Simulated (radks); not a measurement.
Spin polarisation of the 2p5 shell in F. Start: [He] 2s2 2p(up 2.5, down 2.5); electrons of 2p are moved from spin down to spin up, other shells keep equal spins. Calculated with a radial shooting solver on a logarithmic mesh with Libxc functionals: scalar-relativistic Kohn-Sham, r2SCAN, spin-polarised, spherical densities, finite nucleus; meta-GGA in the generalised Kohn-Sham scheme; Fermi nuclear charge, rms radius of each element as measured or else 0.836 A^(1/3) + 0.57 fm.

moment (Bohr magnetons) = 0: E - E(0) (eV) 0.000; e(2p up) (eV) -11.556; e(2p down) (eV) -11.556; 2s down minus up (eV) 0.000
moment (Bohr magnetons) = 0.25: E - E(0) (eV) -0.035; e(2p up) (eV) -11.826; e(2p down) (eV) -11.274; 2s down minus up (eV) 0.546
moment (Bohr magnetons) = 0.5: E - E(0) (eV) -0.138; e(2p up) (eV) -12.086; e(2p down) (eV) -10.980; 2s down minus up (eV) 1.093
moment (Bohr magnetons) = 0.75: E - E(0) (eV) -0.311; e(2p up) (eV) -12.333; e(2p down) (eV) -10.675; 2s down minus up (eV) 1.642
moment (Bohr magnetons) = 1: E - E(0) (eV) -0.553; e(2p up) (eV) -12.570; e(2p down) (eV) -10.357; 2s down minus up (eV) 2.193

At moment 1 the spin-polarisation energy is -0.553 eV and the 2p exchange splitting 2.213 eV, that is 2.213 eV per Bohr magneton; E = -I m^2/4 would give I = 2.211 eV.
